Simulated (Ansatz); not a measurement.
Saddle point of BNH3BrF2, closed shell (BNH₂F₂ ([NH2][B]([F])[F]) + HBr → BBrF₂ ([F][B]([F])[Br]) + NH₃ (still joined by a long B–N bond); bonds formed: B1–Br6, N2–H5; bonds broken: H5–Br6; bonds weakened to dative contacts: B1–N2), PBE0-D4/def2-TZVP structure:

B1  (-0.704, -0.332, -0.400)
N2  (0.681, 0.242, -0.338)
F3  (-0.830, -1.633, -0.449)
F4  (-1.694, 0.476, -0.679)
H5  (0.625, 0.351, 0.866)
Br6  (-0.297, 0.137, 2.375)
H7  (0.793, 1.152, -0.772)
H8  (1.426, -0.393, -0.603)
(Å)

Energies are electronic, without zero-point energy. Barriers and step energies count from the start structure reached by relaxing down the imaginary mode; all methods use the PBE0-D4 structures, on which another method's saddle can fall below an end. Computed with Ansatz 0.2.0 (basis: def2-TZVPP, with def2-QZVPP for the basis limit); correlated methods freeze the cores. Filled d shells of the heavier atoms are correlated. The def2 sets are not built for correlating such inner shells, so the correlated values are less sure here. B3LYP uses VWN-RPA correlation. Extrapolation: Hartree–Fock as exp(−7.88 √X), correlation as X^−2.97.

```json
{"method": "SPW92", "barrier (eV)": "0.241", "step energy (eV)": "-0.616"}
{"method": "PBE-D4", "barrier (eV)": "0.444", "step energy (eV)": "-0.441"}
{"method": "BLYP-D4", "barrier (eV)": "?", "step energy (eV)": "-0.268"}
{"method": "r2SCAN-D4", "barrier (eV)": "0.448", "step energy (eV)": "-0.493"}
{"method": "B97M-V", "barrier (eV)": "0.633", "step energy (eV)": "-0.399"}
{"method": "PBE0-D4", "barrier (eV)": "0.494", "step energy (eV)": "-0.504"}
{"method": "B3LYP-D4", "barrier (eV)": "0.597", "step energy (eV)": "-0.333"}
{"method": "r2SCAN0-D4", "barrier (eV)": "0.489", "step energy (eV)": "-0.530"}
{"method": "BHLYP-D4", "barrier (eV)": "?", "step energy (eV)": "-0.401"}
{"method": "CAM-B3LYP-D4", "barrier (eV)": "0.632", "step energy (eV)": "-0.376"}
{"method": "wB97X-V", "barrier (eV)": "0.604", "step energy (eV)": "-0.504"}
{"method": "wB97M-V", "barrier (eV)": "0.583", "step energy (eV)": "-0.485"}
{"method": "B2PLYP", "barrier (eV)": "?", "step energy (eV)": "-0.370"}
{"method": "PBE-QIDH", "barrier (eV)": "0.547", "step energy (eV)": "-0.555"}
{"method": "RPA on PBE", "barrier (eV)": "0.713", "step energy (eV)": "-0.455"}
{"method": "HF", "barrier (eV)": "0.871", "step energy (eV)": "-0.253"}
{"method": "MP2", "barrier (eV)": "0.593", "step energy (eV)": "-0.525"}
{"method": "CCSD", "barrier (eV)": "0.716", "step energy (eV)": "-0.444"}
{"method": "CCSD(T)", "barrier (eV)": "0.661", "step energy (eV)": "-0.473"}
```

(1) Fill in the withheld barriers. (To be estimated.)

T1 diagnostic: at most 0.011.

Answers

(1) Computed: BLYP-D4 0.563; B2PLYP 0.637; BHLYP-D4 0.650 eV. Each is the energy of the saddle less that of the start structure, by the same method.

For comparison, the barrier by CCSD(T) at an estimated basis limit (MP2 extrapolated from triple and quadruple zeta, plus CCSD(T) − MP2 in triple zeta) is 0.613 eV.

Labels in which every atom is bracketed show which atoms are joined, not bond orders.

For scale, one of the runs: CCSD(T)/def2-TZVPP, 214 basis functions, launched by `ansatz run in.yaml --threads 8 --pin off --events-out ev --progress --plain --max-ram 19148MiB`. Hardware: 8 CPU threads of an AMD EPYC 9R45, shared host. Wall time 26 s; peak host memory 3.6 GiB.
